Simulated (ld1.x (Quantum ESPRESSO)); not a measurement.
# Varying the ultrasoft potential for hafnium (Hf)

Base potential:

- Element: Hf (Z = 72)
- Generator: ld1.x (Quantum ESPRESSO) 7.5
- Type: ultrasoft
- Functional: PBE
- Relativity: scalar-relativistic
- Frozen core: [Xe] 4f14
- Valence charge: 4
- Reference configuration: 5d2 6s2 6p0
- Partial waves: 6s (bound): rcut 2.25, rcutus 2.75 bohr; 6s channel at 1.2 Ry: rcut 2.25, rcutus 2.75 bohr; 6p (bound, empty): rcut 3.40, rcutus 4.05 bohr; 6p channel at 3.1 Ry: rcut 3.40, rcutus 4.05 bohr; 5d (bound): rcut 2.40, rcutus 2.85 bohr; 5d channel at 0.1 Ry: rcut 2.40, rcutus 2.85 bohr
- Local potential: all-electron potential smoothed inside 2.05 bohr (lloc = -2)
- Core correction: a·sin(br)/r model core inside 2.10 bohr
- Augmentation charge: PSQ, inside the norm-conserving radii

All-electron outer shells of the reference configuration (PBE, scalar-relativistic, ld1.x):

```csv
shell,level (eV),outermost node (bohr),outermost maximum (bohr)
5p,-35.57,0.60,1.16
4f,-16.83,–,0.45
6s,-5.11,1.37,2.89
5d,-2.69,0.67,1.69
6p,-1.40,1.66,4.05
```

Cutoffs, loose and tight: the cutoffs (Ry, on a coarse ladder) from which the occupation-weighted sum of valence levels, in a spherical-Bessel basis at the reference potential, stays within 10 and 1 mRy of its value at 400 Ry. They do not see the model core or the augmentation charge, which bear on the density cutoff. Test errors are all-electron minus pseudo excitation energies from the reference, over the configurations 5d2 6s1 6p0; 5d2 6s0 6p0; 5d1 6s0 6p0; 5d2 6s1 6p1; 5d1 6s2 6p0; 5d2.5 6s1.5 6p0; 5d3 6s0 6p0. A dash means not determined; rows that change the core or the reference have their own tests. The largest error is taken over the tests solved by every variant that gives reliable tests at all: 5d1 6s0 6p0; 5d1 6s2 6p0; 5d2 6s0 6p0; 5d2 6s1 6p0; 5d2 6s1 6p1.

A true bound ghost makes a file unfit for plane-wave use even where its test errors are small: the radial tests pick states by their node count and pass the ghost by.

```tsv
change	outcome	cutoff, loose	cutoff, tight	bound ghosts	largest test error (meV)
base	generated	10 Ry	12 Ry	none	-259
waves 5d (bound): rcut 2.40, rcutus 3.94 bohr; 5d channel at 0.1 Ry: rcut 2.40, rcutus 3.94 bohr	generated	6 Ry	8 Ry	none	-175
waves 6p (bound): rcut 3.40, rcutus 5.42 bohr; 6p channel at 3.1 Ry: rcut 3.40, rcutus 5.42 bohr	generated	10 Ry	12 Ry	p	-259
waves 6s (bound): rcut 2.25, rcutus 2.84 bohr; 6s channel at 1.2 Ry: rcut 2.25, rcutus 2.84 bohr	generated	10 Ry	12 Ry	none	-256
local potential all-electron potential smoothed inside 2.58 bohr (lloc = -2)	generated	10 Ry	12 Ry	none	-256
functional LDA (PZ)	generated	10 Ry	12 Ry	none	-241
wave 6p channel at 3.1 Ry: rcut 3.40, rcutus 4.05 bohr becomes 6p channel at 0.04 Ry: rcut 3.40, rcutus 4.05 bohr	generated	10 Ry	12 Ry	none	-259
local potential all-electron potential smoothed inside 3.40 bohr (lloc = -2)	generated	10 Ry	12 Ry	none	-264
reference 5d2.5 6s1.5 6p0	generated	10 Ry	12 Ry	none	-40
```

**Question.** What comes out with this change to the base: type TM; waves now 6s (bound): rc 2.75 bohr; 6p (bound): rc 4.05 bohr; 5d (bound): rc 2.85 bohr; local potential the d channel?

**Answer.** outcome: generated; cutoff, loose: 18 Ry; cutoff, tight: 25 Ry; bound ghosts: s; largest test error (meV): -217.
